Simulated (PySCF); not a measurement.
Spectra and structures to be paired. Theory: TDDFT B3LYP/def2-SVPD, vertical, gas phase, core orbitals frozen in the response in PySCF 2.14.0, density-fitted response routines. Geometries: GFN2-xTB; one conformer of each isolated species. Triplets are in the Tamm–Dancoff approximation.

A. `Cc1ccccc1C#N`
B. `C[C@@H]1C=C[C@@H]1N`
C. `CN1C=CCC1`
D. `CC[C@@H](C)C#N`
E. `N#C[C@@H]1COC[C@H]1Cl`

Lowest singlet levels (six at most, fewer where fewer were computed) with oscillator strengths:

1. 6.52 eV (f 0.005); 6.94 eV (f 0.003); 7.07 eV (f 0.001); 7.26 eV (f 0.017); 7.48 eV (f 0.023); 7.60 eV (f 0.004); T1 6.25 eV
2. 4.99 eV (f 0.027); 5.51 eV (f 0.165); 6.33 eV (f 0.000); 6.44 eV (f 0.425); 6.64 eV (f 0.467); 6.83 eV (f 0.007); T1 3.76 eV
3. 7.74 eV (f 0.003); 7.98 eV (f 0.004); 8.03 eV (f 0.012); 8.53 eV (f 0.038); 8.62 eV (f 0.008); 8.81 eV (f 0.002); T1 6.54 eV
4. 5.45 eV (f 0.015); 6.04 eV (f 0.025); 6.76 eV (f 0.005); 6.77 eV (f 0.010); 6.83 eV (f 0.099); 7.00 eV (f 0.059); T1 4.35 eV
5. 4.70 eV (f 0.033); 5.27 eV (f 0.075); 5.37 eV (f 0.071); 5.63 eV (f 0.010); 6.20 eV (f 0.002); 6.24 eV (f 0.008); T1 3.64 eV

Question: Match each spectrum to its molecule.

Answer: 1 = E, 2 = A, 3 = D, 4 = B, 5 = C.
- A: S1 at 4.99 eV, HOMO→LUMO (38%), HOMO-1→LUMO (35%), HOMO→LUMO+1 (17%); Löwdin shares by element: HOMO carbon 65% or more (atoms not listed hold the other 35%); LUMO carbon 45% or more, nitrogen 13% (atoms not listed hold the other 42%); HOMO -7.41 and LUMO -1.73 eV; point group Cs, 1 of its 6 listed states under f = 0.0005.
- B: S1 at 5.45 eV, HOMO→LUMO (93%); Löwdin shares by element: HOMO nitrogen 52%, carbon 28% or more (atoms not listed hold the other 20%); LUMO carbon 65% or more, hydrogen 12% or more (atoms not listed hold the other 23%); HOMO -6.46 and LUMO -0.01 eV.
- C: S1 at 4.70 eV, HOMO→LUMO (88%), HOMO→LUMO+1 (11%); Löwdin shares by element: HOMO carbon 44% or more, nitrogen 34% (atoms not listed hold the other 22%); LUMO carbon 51% or more (atoms not listed hold the other 49%); HOMO -5.08 and LUMO 0.44 eV.
- D: S1 at 7.74 eV, HOMO→LUMO (49%), HOMO-1→LUMO (13%), HOMO→LUMO+2 (9%); Löwdin shares by element: HOMO carbon 48% or more, nitrogen 37% (atoms not listed hold the other 16%); LUMO carbon 35% or more, hydrogen 11% or more (atoms not listed hold the other 54%); HOMO -9.00 and LUMO 0.03 eV.
- E: S1 at 6.52 eV, HOMO→LUMO (97%); Löwdin shares by element: HOMO oxygen 55%, carbon 17% or more, hydrogen 6% or more (atoms not listed hold the other 23%); LUMO chlorine 34%, carbon 26% or more, nitrogen 8% (atoms not listed hold the other 32%); HOMO -8.16 and LUMO -0.65 eV.
